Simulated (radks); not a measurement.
Task: Neutral barium, [Xe] 6s2. All-electron calculation, non-relativistic Kohn-Sham, exchange-only LDA, spin-polarised, spherical densities, point nucleus. Program: a radial shooting solver on a logarithmic mesh with Libxc functionals. Every spin shell is full or empty, so the densities are truly spherical. Functionals are evaluated on that one density, not self-consistently. Rank these orbital-free kinetic functionals by their error against the exact value of the orbitals, and give that value: Thomas-Fermi, von Weizsacker, TF + vW/9, TF + vW/5, LC94, APBEK, revAPBEK, Perdew 92, Thakkar, Pearson, LKT, PG1, DePristo-Kress, Ernzerhof.

Result: Exact: 7874.73 hartree. From best to worst, with 100 (|E| - |E exact|)/|E exact| (equal figures are ties): LC94 +0.03, APBEK +0.08, DePristo-Kress -0.15, revAPBEK +0.24, Ernzerhof -0.45, Thakkar -0.65, Perdew 92 -0.70, TF + vW/9 -0.71, Pearson -0.92, TF + vW/5 +2.85, Thomas-Fermi -5.16, PG1 +14.35, LKT +18.31, von Weizsacker -59.98.
